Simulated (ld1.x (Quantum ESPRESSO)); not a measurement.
# magnesium (Mg), TM: configuration errors across variants

Mg (Z = 12), norm-conserving Troullier–Martins (Kleinman–Bylander form), made with ld1.x (Quantum ESPRESSO) 7.5 (PBEsol, scalar-relativistic). Core [Ne], reference 3s1.75 3p0.25. Waves: 3s (bound): rc 2.20 bohr; 3p (bound): rc 3.85 bohr. Local part: the p channel. Core correction: none.

All-electron excitation energies from the reference (eV): (1) 3s2 3p0 -0.850; (2) 3s1 3p0 7.071; (3) 3s1.5 3p0 2.279; (4) 3s1 3p1 2.625; (5) 3s0 3p1 11.380; (6) 3s0 3p2 6.276.

5 further variants failed, have other tests or another functional or relativity, and are left out.

A true bound ghost makes a file unfit for plane-wave use even where its test errors are small: the radial tests pick states by their node count and pass the ghost by.

Errors AE − PS in meV (a dash: test not solved or not reliable):

| change | (1) | (2) | (3) | (4) | (5) | (6) | bound ghosts |
| --- | --- | --- | --- | --- | --- | --- | --- |
| base | +0.3 | -0.7 | -1.0 | +4.5 | +62 | +35 | none |
| local potential all-electron potential smoothed inside 1.95 bohr (lloc = -2) | +0.4 | +1.3 | -0.6 | +4.6 | +62 | +35 | none |
| type PAW; waves now 3s (bound): rcut 1.90, rcutus 2.20 bohr; 3s channel at 0.35 Ry: rcut 1.90, rcutus 2.20 bohr; 3p (bound): rcut 3.35, rcutus 3.85 bohr; 3p channel at 3.95 Ry: rcut 3.35, rcutus 3.85 bohr; local potential all-electron potential smoothed inside 2.05 bohr (lloc = -1); core correction a·sin(br)/r model core, default radius (ld1.x builds one for every PAW set, though the input has nlcc=.false.); augmentation PSQ, inside the norm-conserving radii | -0.1 | +5.8 | +2.2 | -1.3 | -10 | -6.5 | none |
| core correction a·sin(br)/r model core inside 1.74 bohr | -0.1 | -1.7 | -0.3 | -0.8 | +8.7 | +0.2 | none |
| wave 3p (bound): rc 3.85 bohr becomes 3p (bound): rc 5.38 bohr | +0.3 | +1.0 | -0.5 | +3.7 | +55 | +32 | none |
| wave 3p (bound): rc 3.85 bohr becomes 3p (bound): rc 5.84 bohr | +0.2 | +3.1 | +0.2 | +2.9 | +48 | +28 | none |

(1) Give the same row for: wave 3s (bound): rc 2.20 bohr becomes 3s (bound): rc 1.50 bohr.

Answers

(1) +0.3, -0.8, -0.8, +4.7, +71, +51; bound ghosts: s.
